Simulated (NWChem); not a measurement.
Program: NWChem. System: Te2, charge 1, spin multiplicity 2, at the geometry of a parent with another charge or spin, in a state set for the comparison that need not be this species' ground state. Its SCF solution wasn't tested for a lower state. Level: UHF/def2-TZVPD with def2 effective core potentials on Te.

NWChem printed:

```
             Northwest Computational Chemistry Package (NWChem) 7.3.0
             --------------------------------------------------------

                                NWChem Input Module
                                -------------------

 Scaling coordinates for geometry "geometry" by  1.889725989
 (inverse scale =  0.529177249)

 Turning off AUTOSYM since
 SYMMETRY directive was detected!

                             Geometry "geometry" -> ""
                             -------------------------

 Output coordinates in angstroms (scale by  1.889725989 to convert to a.u.)

  No.       Tag          Charge          X              Y              Z
 ---- ---------------- ---------- -------------- -------------- --------------
    1 Te                  52.0000     0.00000000     0.00000000     1.28180500
    2 Te                  52.0000     0.00000000     0.00000000    -1.28180500

 Effective nuclear repulsion energy (a.u.)     558.1563815460

            Nuclear Dipole moment (a.u.)
            ----------------------------
        X                 Y               Z
 ---------------- ---------------- ----------------
     0.0000000000     0.0000000000     0.0000000000

      Symmetry information
      --------------------

 Group name             D2h
 Group number             26
 Group order               8
 No. of unique centers     1

      Symmetry unique atoms

     1


 Summary of "ao basis" -> "" (spherical)
 ------------------------------------------------------------------------------
       Tag                 Description            Shells   Functions and Types
 ---------------- ------------------------------  ------  ---------------------
 *                         def2-tzvpd                 on all atoms

 Summary of "ao basis" -> "ao basis" (spherical)
 ------------------------------------------------------------------------------
       Tag                 Description            Shells   Functions and Types
 ---------------- ------------------------------  ------  ---------------------
 Te                        def2-tzvpd               19       59   7s6p4d2f

                                 NWChem SCF Module
                                 -----------------

  ao basis        = "ao basis"
  functions       =   118
  atoms           =     2
  alpha electrons =    24
  beta  electrons =    23
  charge          =   1.00
  wavefunction    = UHF
  use symmetry    = T
  symmetry adapt  = T

 Summary of "ao basis" -> "ao basis" (spherical)
 ------------------------------------------------------------------------------
       Tag                 Description            Shells   Functions and Types
 ---------------- ------------------------------  ------  ---------------------
 Te                        def2-tzvpd               19       59   7s6p4d2f

      Symmetry analysis of basis
      --------------------------

        ag         25
        au          6
        b1g         6
        b1u        25
        b2g        14
        b2u        14
        b3g        14
        b3u        14

 Forming initial guess at       0.2s

   Symmetry analysis of molecular orbitals - initial alpha
   -------------------------------------------------------

  Numbering of irreducible representations:

     1 ag          2 au          3 b1g         4 b1u         5 b2g
     6 b2u         7 b3g         8 b3u

  Orbital symmetries:

     1 ag          2 b1u         3 b3u         4 b2g         5 ag
     6 b1u         7 b2u         8 b3g         9 ag         10 b3u
    11 b1u        12 b2g        13 b1g        14 au         15 ag
    16 b2u        17 b3g        18 b1u        19 ag         20 b1u
    21 ag         22 b2u        23 b3u        24 b3g        25 b2g
    26 b1u        27 ag         28 b1g        29 ag         30 b3u
    31 b2u        32 b1u        33 ag         34 b3u

   Symmetry analysis of molecular orbitals - initial beta
   ------------------------------------------------------

  Numbering of irreducible representations:

     1 ag          2 au          3 b1g         4 b1u         5 b2g
     6 b2u         7 b3g         8 b3u

  Orbital symmetries:

     1 ag          2 b1u         3 b3u         4 b2g         5 ag
[...]
   Bfn.  Coefficient  Atom+Function         Bfn.  Coefficient  Atom+Function
  ----- ------------  ---------------      ----- ------------  ---------------
    19      0.412514  1 Te pz                78      0.412514  2 Te pz
    22      0.386921  1 Te pz                81      0.386921  2 Te pz
     6     -0.310347  1 Te s                 65      0.310347  2 Te s
    13     -0.264887  1 Te pz                72     -0.264887  2 Te pz
     5     -0.232359  1 Te s                 64      0.232359  2 Te s

 Vector   27  Occ=0.000000D+00  E=-8.190886D-02  Symmetry=ag
              MO Center= -4.9D-14,  2.7D-15, -9.3D-14, r^2= 1.0D+01
   Bfn.  Coefficient  Atom+Function         Bfn.  Coefficient  Atom+Function
  ----- ------------  ---------------      ----- ------------  ---------------
     7      0.906285  1 Te s                 66      0.906285  2 Te s
     6     -0.617475  1 Te s                 65     -0.617475  2 Te s
    43     -0.194814  1 Te d  0             102     -0.194814  2 Te d  0

                     UHF Final Beta Molecular Orbital Analysis
                     -----------------------------------------

 Vector   21  Occ=1.000000D+00  E=-6.262641D-01  Symmetry=ag
              MO Center=  2.2D-15, -5.5D-16, -8.1D-16, r^2= 4.1D+00
   Bfn.  Coefficient  Atom+Function         Bfn.  Coefficient  Atom+Function
  ----- ------------  ---------------      ----- ------------  ---------------
    19      0.388909  1 Te pz                78     -0.388909  2 Te pz
    13     -0.316653  1 Te pz                72      0.316653  2 Te pz
    16      0.250043  1 Te pz                75     -0.250043  2 Te pz
     5      0.210740  1 Te s                 64      0.210740  2 Te s

 Vector   22  Occ=1.000000D+00  E=-5.648662D-01  Symmetry=b3u
              MO Center= -1.4D-14, -1.0D-15,  9.4D-15, r^2= 3.2D+00
   Bfn.  Coefficient  Atom+Function         Bfn.  Coefficient  Atom+Function
  ----- ------------  ---------------      ----- ------------  ---------------
    17      0.393417  1 Te px                76      0.393417  2 Te px
    11     -0.289182  1 Te px                70     -0.289182  2 Te px
    14      0.220807  1 Te px                73      0.220807  2 Te px

 Vector   23  Occ=1.000000D+00  E=-5.386677D-01  Symmetry=b2u
              MO Center=  6.7D-15,  3.8D-15, -7.0D-16, r^2= 3.2D+00
   Bfn.  Coefficient  Atom+Function         Bfn.  Coefficient  Atom+Function
  ----- ------------  ---------------      ----- ------------  ---------------
    18      0.380363  1 Te py                77      0.380363  2 Te py
    12     -0.283441  1 Te py                71     -0.283441  2 Te py
    15      0.215794  1 Te py                74      0.215794  2 Te py

 Vector   24  Occ=0.000000D+00  E=-2.754977D-01  Symmetry=b2g
              MO Center=  3.3D-14,  2.6D-16,  1.5D-14, r^2= 4.6D+00
   Bfn.  Coefficient  Atom+Function         Bfn.  Coefficient  Atom+Function
  ----- ------------  ---------------      ----- ------------  ---------------
    17      0.419536  1 Te px                76     -0.419536  2 Te px
    11     -0.307420  1 Te px                70      0.307420  2 Te px
    20      0.266605  1 Te px                79     -0.266605  2 Te px
    14      0.243807  1 Te px                73     -0.243807  2 Te px

 Vector   25  Occ=0.000000D+00  E=-2.426549D-01  Symmetry=b3g
              MO Center=  5.8D-17, -3.3D-16,  3.9D-15, r^2= 4.7D+00
   Bfn.  Coefficient  Atom+Function         Bfn.  Coefficient  Atom+Function
  ----- ------------  ---------------      ----- ------------  ---------------
    18      0.402520  1 Te py                77     -0.402520  2 Te py
    12     -0.301714  1 Te py                71      0.301714  2 Te py
    21      0.287263  1 Te py                80     -0.287263  2 Te py
    15      0.240011  1 Te py                74     -0.240011  2 Te py

 Vector   26  Occ=0.000000D+00  E=-1.445177D-01  Symmetry=b1u
              MO Center= -4.1D-15,  2.5D-17,  2.4D-15, r^2= 7.6D+00
   Bfn.  Coefficient  Atom+Function         Bfn.  Coefficient  Atom+Function
  ----- ------------  ---------------      ----- ------------  ---------------
    19      0.395825  1 Te pz                78      0.395825  2 Te pz
    22      0.356175  1 Te pz                81      0.356175  2 Te pz
     6     -0.308436  1 Te s                 65      0.308436  2 Te s
    13     -0.256490  1 Te pz                72     -0.256490  2 Te pz
     5     -0.248719  1 Te s                 64      0.248719  2 Te s

 center of mass
 --------------
 x =   0.00000000 y =   0.00000000 z =   0.00000000

 moments of inertia (a.u.)
 ------------------
        1524.414743581762           0.000000000000           0.000000000000
           0.000000000000        1524.414743581762           0.000000000000
           0.000000000000           0.000000000000           0.000000000000

  Mulliken analysis of the total density
  --------------------------------------

    Atom       Charge   Shell Charges
 -----------   ------   -------------------------------------------------------
    1 Te  24    23.50   0.29 -0.84  1.57  0.99  1.16  0.81  0.01 -0.50  6.46  0.95  2.07  0.44 -0.01  9.10  0.90  0.12 -0.01  0.01  0.00
    2 Te  24    23.50   0.29 -0.84  1.57  0.99  1.16  0.81  0.01 -0.50  6.46  0.95  2.07  0.44 -0.01  9.10  0.90  0.12 -0.01  0.01  0.00

  Mulliken analysis of the alpha density
  --------------------------------------

    Atom       Charge   Shell Charges
 -----------   ------   -------------------------------------------------------
    1 Te  24    12.00   0.14 -0.42  0.78  0.50  0.59  0.40 -0.00 -0.25  3.23  0.56  1.19  0.24 -0.00  4.54  0.45  0.05 -0.01  0.01  0.00
    2 Te  24    12.00   0.14 -0.42  0.78  0.50  0.59  0.40 -0.00 -0.25  3.23  0.56  1.19  0.24 -0.00  4.54  0.45  0.05 -0.01  0.01  0.00

   Mulliken analysis of the beta density
   -------------------------------------

    Atom       Charge   Shell Charges
 -----------   ------   -------------------------------------------------------
    1 Te  24    11.50   0.14 -0.42  0.78  0.50  0.58  0.40  0.01 -0.25  3.22  0.39  0.88  0.20 -0.01  4.55  0.44  0.06 -0.00  0.01  0.00
    2 Te  24    11.50   0.14 -0.42  0.78  0.50  0.58  0.40  0.01 -0.25  3.22  0.39  0.88  0.20 -0.01  4.55  0.44  0.06 -0.00  0.01  0.00

   Mulliken analysis of the spin density
   -------------------------------------

    Atom       Charge   Shell Charges
 -----------   ------   -------------------------------------------------------
    1 Te  24     0.50  -0.00  0.00  0.00 -0.00  0.01  0.00 -0.01 -0.01  0.01  0.17  0.31  0.03  0.00 -0.01  0.01 -0.01 -0.01 -0.00 -0.00
    2 Te  24     0.50  -0.00  0.00  0.00 -0.00  0.01  0.00 -0.01 -0.01  0.01  0.17  0.31  0.03  0.00 -0.01  0.01 -0.01 -0.01 -0.00 -0.00

       Multipole analysis of the density wrt the origin
       ------------------------------------------------

     L   x y z        total         alpha         beta         nuclear
     -   - - -        -----         -----         ----         -------
     0   0 0 0      1.000000    -24.000000    -23.000000     48.000000

     1   1 0 0      0.000000     -0.000000      0.000000      0.000000
     1   0 1 0     -0.000000     -0.000000     -0.000000      0.000000
     1   0 0 1      0.000000      0.000000      0.000000      0.000000

     2   2 0 0    -34.353278    -17.704161    -16.649117      0.000000
     2   1 1 0     -0.000000     -0.000000      0.000000      0.000000
     2   1 0 1      0.000000     -0.000000      0.000000      0.000000
     2   0 2 0    -37.070981    -20.747317    -16.323664      0.000000
     2   0 1 1      0.000000     -0.000000      0.000000      0.000000
     2   0 0 2    -24.197960   -157.573023   -148.257476    281.632540

 Task  times  cpu:        3.4s     wall:        3.4s

 Total times  cpu:        3.4s     wall:        3.4s
```

Q: Write an NWChem input that would produce this output.

A: This is not unique; one that fits is 
```
start mol
memory heap 200 mb stack 800 mb global 1000 mb
charge 1
geometry units angstroms nocenter noautoz
  Te     0.000000     0.000000     1.281805
  Te     0.000000     0.000000    -1.281805
  symmetry group D2h
end
basis spherical
  * library def2-tzvpd
end
ecp
  Te library def2-ecp
end
scf
  uhf
  nopen 1
  maxiter 100
  thresh 1e-7
  semidirect memsize 60000000 filesize 0
  # guess.movecs holds the orbitals of an unrestricted PBE0 run
  vectors input guess.movecs output mol.movecs
end
task scf energy
```
